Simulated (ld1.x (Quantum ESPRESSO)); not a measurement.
# Ni (Z = 28), ultrasoft: configuration errors across variants

* Element: nickel
* Generator: ld1.x (Quantum ESPRESSO) 7.5
* Type: ultrasoft
* Functional: LDA (PZ)
* Relativity: scalar-relativistic
* Frozen core: [Ne]
* Valence charge: 18
* Reference configuration: 3s2 3p6 3d8 4s1.75 4p0.25
* Partial waves: 3s (bound): rcut 1.00, rcutus 1.15 bohr; 4s (bound): rcut 1.00, rcutus 1.15 bohr; 3p (bound): rcut 1.10, rcutus 1.30 bohr; 4p (bound): rcut 1.10, rcutus 1.30 bohr; 3d (bound): rcut 0.65, rcutus 0.75 bohr; 3d channel at 0.6 Ry: rcut 0.65, rcutus 0.75 bohr; 4f channel at -0.1 Ry: rcut 0.85, rcutus 1.15 bohr; 4f channel at 0.85 Ry: rcut 0.85, rcutus 1.15 bohr
* Local potential: all-electron potential smoothed inside 1.25 bohr (lloc = -1)
* Core correction: Bessel-smoothed model core, default radius (core density twice the valence density)
* Augmentation charge: built from norm-conserving waves at rcut, not smoothed further

All-electron excitation energies from the reference (eV): (1) 3s2 3p6 3d8 4s2 4p0 -1.139; (2) 3s2 3p6 3d8 4s1 4p0 8.462; (3) 3s2 3p6 3d8 4s0 4p0 26.121; (4) 3s2 3p6 3d8 4s1.5 4p0 2.704; (5) 3s2 3p6 3d7 4s2 4p0 15.267; (6) 3s2 3p6 3d9 4s0 4p0 5.423.

The overlap operator is not positive definite (basis up to 400 Ry) in “waves 4f channel at -0.1 Ry: rcut 0.85, rcutus 1.74 bohr; 4f channel at 0.85 Ry: rcut 0.85, rcutus 1.74 bohr”. Such files are unfit for use, however small their errors in these radial tests.

1 further variants failed, have other tests or another functional or relativity, and are left out.

The file “base” misses its own reference levels by 1.8 eV. The file “waves 3d (bound): rcut 0.65, rcutus 1.10 bohr; 3d channel at 0.6 Ry: rcut 0.65, rcutus 1.10 bohr” misses its own reference levels by 1.8 eV. The file “waves 4f channel at -0.1 Ry: rcut 0.85, rcutus 1.74 bohr; 4f channel at 0.85 Ry: rcut 0.85, rcutus 1.74 bohr” misses its own reference levels by 1.8 eV. The file “waves 3s (bound): rcut 1.00, rcutus 1.16 bohr; 4s (bound): rcut 1.00, rcutus 1.16 bohr” misses its own reference levels by 1.8 eV.

Errors AE − PS in meV (a dash: test not solved or not reliable):

```tsv
change	(1)	(2)	(3)	(4)	(5)	(6)	bound ghosts
base	-230	+1031	+3278	+289	-2174	+3240	not determined
waves 3d (bound): rcut 0.65, rcutus 1.10 bohr; 3d channel at 0.6 Ry: rcut 0.65, rcutus 1.10 bohr	-230	+1030	+3278	+289	-2174	+3240	not determined
waves 4f channel at -0.1 Ry: rcut 0.85, rcutus 1.74 bohr; 4f channel at 0.85 Ry: rcut 0.85, rcutus 1.74 bohr	-230	+1031	+3278	+289	-2174	+3240	not determined (overlap not positive)
all radii but the core radius scaled by about 0.79 (s 0.90, p 1.02, d 0.60, f 0.90 bohr, rcut 0.80/0.88/0.52/0.68); local potential all-electron potential smoothed inside 0.98 bohr (lloc = -1)	-0.6	-0.4	-2.0	-0.4	+16	+0.6	none
waves 3s (bound): rcut 1.00, rcutus 1.16 bohr; 4s (bound): rcut 1.00, rcutus 1.16 bohr	-230	+1031	+3278	+289	-2174	+3240	not determined
```

**Question.** Give the same row for: waves 3p (bound): rcut 1.10, rcutus 1.92 bohr; 4p (bound): rcut 1.10, rcutus 1.92 bohr.

**Answer.** -305, +2365, +6185, +892, -640, +4326; bound ghosts: not determined.
